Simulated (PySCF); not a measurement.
Computed shifts of a molecule C2H4ClFSi2, PBE/pcSseg-1 (PySCF), GIAO, gas phase, atoms alike by connectivity averaged where their shifts nearly agree, in ppm (number of nuclei): ¹³C: 107.8 (1), 76.6 (1). ²⁹Si: 30.5 (1), -100.6 (1). ¹⁹F: -188.8 (1). ¹H: 6.50 (1), 4.61 (1), 4.44 (1), 2.64 (1). References: ¹³C against TMS (σ = 182.0 ppm); ²⁹Si against TMS (σ = 335.4 ppm); ¹⁹F against CFCl3 (σ = 133.6 ppm); ³⁵Cl against HCl (σ = 936.5 ppm); ¹H against TMS (σ = 31.49 ppm), references at their B3LYP-D3(BJ)/def2-TZVP geometries, non-relativistic (without spin–orbit terms, shifts of atoms bonded to Cl or Br come out too high). Coordinates come from a B3LYP-D3(BJ)/def2-SVP optimisation. The values are those of a single conformer.

**Question.** Which molecule gave these data?
A. FC1=C[SiH2][Si@H]1Cl
B. C#C[SiH2][Si@H](F)Cl
C. C#C[Si@H](F)[SiH2]Cl
D. C#C[Si@@](F)([SiH3])Cl

**Answer.** B, C#C[SiH2][Si@H](F)Cl
